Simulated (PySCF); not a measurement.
**Au (gold, neutral) across methods**

[Xe] 4f14 5d9 6s1 7s1, high-spin 4D determinant (an excited configuration). Calculation: PySCF 2.14, in aug-cc-pVTZ-PP with one added diffuse shell each of s, p, d, f, g type with ECP60MDF (7s7p6d4f3g, 113 functions); scalar relativity through the core potential.

```json
{"method": "LDA", "E (hartree)": "-135.1524", "mean ε 5d β (eV)": "-13.469", "mean ε 6s α (eV)": "-11.357", "mean ε 7s α (eV)": "-1.726", "Σ⟨r²⟩ (bohr²)": "111.2", "⟨S²⟩": "3.750"}
{"method": "r2SCANh", "E (hartree)": "-135.4051", "mean ε 5d β (eV)": "-14.201", "mean ε 6s α (eV)": "-11.629", "mean ε 7s α (eV)": "-1.793", "Σ⟨r²⟩ (bohr²)": "112.6", "⟨S²⟩": "3.752"}
{"method": "r2SCAN", "E (hartree)": "-135.4260", "mean ε 5d β (eV)": "-13.526", "mean ε 6s α (eV)": "-11.293", "mean ε 7s α (eV)": "-1.699", "Σ⟨r²⟩ (bohr²)": "112.2", "⟨S²⟩": "3.752"}
{"method": "UHF", "E (hartree)": "-134.51487", "mean ε 5d β (eV)": "-19.388", "mean ε 6s α (eV)": "-13.690", "mean ε 7s α (eV)": "-2.492", "Σ⟨r²⟩ (bohr²)": "123.4", "⟨S²⟩": "3.753"}
{"method": "PBE0", "E (hartree)": "-135.3726", "mean ε 5d β (eV)": "-15.040", "mean ε 6s α (eV)": "-11.891", "mean ε 7s α (eV)": "-1.998", "Σ⟨r²⟩ (bohr²)": "113.8", "⟨S²⟩": "3.751"}
{"method": "r2SCAN0", "E (hartree)": "-135.3740", "mean ε 5d β (eV)": "-15.219", "mean ε 6s α (eV)": "-12.130", "mean ε 7s α (eV)": "-1.933", "Σ⟨r²⟩ (bohr²)": "113.2", "⟨S²⟩": "3.752"}
{"method": "wB97X-V", "E (hartree)": "-135.3330", "mean ε 5d β (eV)": "-17.637", "mean ε 6s α (eV)": "-13.877", "mean ε 7s α (eV)": "-2.616", "Σ⟨r²⟩ (bohr²)": "117.7", "⟨S²⟩": "3.751"}
{"method": "PBE", "E (hartree)": "-135.4092", "mean ε 5d β (eV)": "-13.298", "mean ε 6s α (eV)": "-11.049", "mean ε 7s α (eV)": "-1.742", "Σ⟨r²⟩ (bohr²)": "112.5", "⟨S²⟩": "3.751"}
```

Energies and moments cover only the electrons outside the core potential. Spin-orbit coupling, absent here, splits the open shell strongly. The outer electron is Rydberg-like, and this basis confines it to a smaller radius and binds it less than a complete one would.
